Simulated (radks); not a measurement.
Results of a calculation; reference values are marked as such.
Ni+, configuration [Ar] 3d8 4f1 (not the ground configuration). Level of theory: Dirac Kohn-Sham, BLYP, spin-unpolarised, spherical densities, finite nucleus; open shells fill j = l - 1/2 first; Fermi nuclear charge, rms radius 3.7757 fm (a radial shooting solver on a logarithmic mesh with Libxc functionals).

Spin-orbit splittings of the eigenvalues, e(l+1/2) - e(l-1/2), with zeta = 2 splitting/(2l+1) and mean radii in bohr:

shell,occ.,splitting (eV),zeta (eV),<r> j=l-1/2,<r> j=l+1/2
2p,6,17.50,11.67,0.2131,0.2163
3p,6,2.211,1.474,0.7721,0.7822
3d,8,0.2455,0.09821,0.9687,0.9746

Empty levels of this run are not shown, since the potential may be unsettled where no density lies.
